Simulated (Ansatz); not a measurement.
# Worked example: the barrier

An elementary step of Si$_{2}$NH$_{7}$OF$_{2}$, closed shell (Si₂H₄OF₂ ([F][SiH]([F])[O][SiH3]) + NH₃ → SiNH₃F₂ ([NH2][SiH]([F])[F]) + SiH₄O ([OH][SiH3]); bonds formed: O2–H7; dative contacts that become bonds: Si1–N8; bonds broken: Si1–O2, H7–N8). “Start” is the structure reached by relaxing down from the saddle towards the reactants; PBE0-D4/def2-TZVP structures. The saddle:

| atom | x (Å) | y (Å) | z (Å) |
| --- | --- | --- | --- |
| Si1 | -0.3834 | 1.2593 | 0.3497 |
| O2 | 0.1027 | -0.4279 | -0.6539 |
| Si3 | -0.6310 | -1.8862 | -0.8652 |
| F4 | -0.4730 | 2.6411 | 1.1944 |
| F5 | -1.3147 | 0.3644 | 1.2879 |
| H6 | -0.8621 | 1.7631 | -0.9423 |
| H7 | 1.0925 | -0.0888 | -0.0787 |
| N8 | 1.3915 | 0.9331 | 0.6439 |
| H9 | -2.0489 | -1.6617 | -1.2430 |
| H10 | 0.0613 | -2.6273 | -1.9523 |
| H11 | -0.5741 | -2.7048 | 0.3757 |
| H12 | 1.6173 | 0.8080 | 1.6241 |
| H13 | 2.0218 | 1.6274 | 0.2598 |

Program: Ansatz 0.2.0. Basis: def2-TZVPP and def2-QZVPP. Cores are frozen in the correlated methods.

Energies in eV:

| quantity | saddle | start |
| --- | --- | --- |
| Hartree–Fock, triple zeta (X = 3) | -24775.50218 | -24777.26218 |
| Hartree–Fock, quadruple zeta (X = 4) | -24776.44972 | -24778.22329 |
| MP2 correlation, X = 3 | -33.63251 | -33.21144 |
| MP2 correlation, X = 4 | -36.48774 | -36.05897 |
| CCSD(T) correlation, X = 3 | -35.71387 | -35.34649 |

Problem. Work out the barrier at the basis limit: extrapolate Hartree–Fock as E(X) = E∞ + A exp(−7.88 √X) and the MP2 correlation as E(X) = E∞ + B X^−2.97 (the exponents that Neese and Valeev fitted for def2-TZVPP and QZVPP), then add CCSD(T) − MP2 in triple zeta.

Solution. Each step is linear, so take the differences first (saddle − start): Hartree–Fock 1.76000 (X = 3) and 1.77357 (X = 4); MP2 correlation -0.42107 and -0.42877; CCSD(T) correlation -0.36738.
Two points give E∞ = E(4) + w [E(4) − E(3)], with w = 1/(exp(7.88 (2 − √3)) − 1) = 0.1377 for Hartree–Fock and w = 1/((4/3)^2.97 − 1) = 0.7407 for the correlation.
Hartree–Fock: 1.77357 + 0.1377 × 0.01357 = 1.7754 eV.
MP2 correlation: -0.42877 + 0.7407 × (-0.00770) = -0.4345 eV.
CCSD(T) − MP2: -0.36738 − (-0.42107) = 0.0537 eV.
Sum: 1.7754 + (-0.4345) + 0.0537 = 1.3946 eV, or 32.16 kcal/mol. Plain CCSD(T) in triple zeta gives 1.3926 eV, so the larger basis shifts the result by 0.0020 eV.

No T1 diagnostic of these runs exceeds 0.012.

Labels in which every atom is bracketed show which atoms are joined, not bond orders.

For scale, one of the runs: CCSD(T)/def2-TZVPP, 306 basis functions, launched by `ansatz run in.yaml --threads 4 --pin off --events-out ev --progress --plain --max-ram 46080MiB --backend cuda --devices 0, --max-vram 37GiB`. Time: 7.5 s of wall clock on 4 CPU threads of an AMD EPYC 7R13 and a share of one NVIDIA H100; the host was shared. Peak host memory: 0.87 GiB.
